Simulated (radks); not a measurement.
Excited configurations of Sr IV: one electron is placed in a higher orbital outside [Ar] 3d10 4s2 4p4. The ground configuration is [Ar] 3d10 4s2 4p5. Calculated with a radial shooting solver on a logarithmic mesh with Libxc functionals: scalar-relativistic Kohn-Sham, r2SCAN, spin-unpolarised, spherical densities, finite nucleus; meta-GGA in the generalised Kohn-Sham scheme; Fermi nuclear charge, rms radius 4.224 fm. Excitation = E - E(ground); binding = E(ion) - E, where the ion is the core of charge +4; n* = 4/sqrt(2 binding) in atomic units, and the quantum defect is n - n*.

| outer orbital | excitation (eV) | binding (eV) | n* | quantum defect | <r> (bohr) |
|---|---|---|---|---|---|
| 4d | 27.189 | 30.660 | 2.665 | 1.335 | 2.016 |
| 5s | 30.936 | 26.913 | 2.844 | 2.156 | 3.102 |
| 5p | 35.843 | 22.006 | 3.145 | 1.855 | 3.561 |
| 5f | 48.585 | 9.264 | 4.848 | 0.152 | 7.126 |
| 6s | 43.122 | 14.726 | 3.845 | 2.155 | 5.612 |
| 6p | 45.304 | 12.545 | 4.166 | 1.834 | 6.333 |
| 6f | 51.362 | 6.487 | 5.793 | 0.207 | 11.00 |
| 7s | 48.528 | 9.321 | 4.833 | 2.167 | 8.859 |
| 7p | 49.685 | 8.164 | 5.164 | 1.836 | 9.845 |
| 7d | 51.337 | 6.512 | 5.782 | 1.218 | 11.91 |
| 7f | 53.076 | 4.773 | 6.753 | 0.247 | 15.63 |

The Delta-SCF ionisation energy is 57.849 eV (NIST Atomic Spectra Database: 56.280 eV, semi-empirical). Self-interaction in the functional shifts the binding energies and quantum defects, so they are the method's values and not measured ones. Spin polarisation and multiplet splitting are left out, so open shells lie too high by an amount that depends on their filling.

Beside tabulated values, note that spin-unpolarised runs miss the spin-polarisation part of the exchange energy of open shells.
